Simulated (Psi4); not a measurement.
A dimer, C2H3N ··· CS2 (SMILES CC#N and S=C=S); the first 6 atoms form monomer A.

```
9

C     -0.4886     0.0012     0.0017
C      0.9658    -0.0024    -0.0034
N      2.1151    -0.0053    -0.0074
H     -0.8685    -0.6494    -0.7862
H     -0.8616    -0.3555     0.9619
H     -0.8622     1.0115    -0.1667
S     -2.6325    -1.6205     3.2257
C     -1.7208    -1.2292     4.4201
S     -0.8093    -0.8380     5.6147
```

Question: What interaction energy does SAPT0/jun-cc-pVDZ, frozen core (Psi4 1.11) give, and which attractive term is the largest?

Answer: Total -0.57 kcal/mol: electrostatics -0.37, exchange 0.83, induction -0.23, dispersion -0.81. The most attractive term is dispersion.
